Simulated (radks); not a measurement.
Question: These are the eigenvalues of the occupied orbitals of an atom or ion with whole-number occupations (eV). Method: scalar-relativistic Kohn-Sham, LB94 model potential, spin-polarised, spherical densities, finite nucleus; Fermi nuclear charge, rms radius of each element as measured or else 0.836 A^(1/3) + 0.57 fm; computed with a radial shooting solver on a logarithmic mesh with Libxc functionals.

1s down: -2153.288
1s up: -2153.223
2s up: -210.9106
2s down: -210.8402
2p up: -161.9546
2p down: -161.8571
3s up: -39.5304
3s down: -39.4320
3p up: -29.9020

Which element is it, and in what charge state? The configuration may be excited. Open shells, if any, are filled with parallel spins first.

Answer: Z = 15, phosphorus, charge +2: P2+ in [Ne] 3s2 3p1. The list shows which subshells hold electrons but not how many an open one holds; the 1s level, -79.132 hartree, gives Z - s = 12.6 by -(Z - s)^2/2, which with screening and relativity narrows Z to a few neighbours, and the depths of the outer levels then fix element, charge and occupations together.
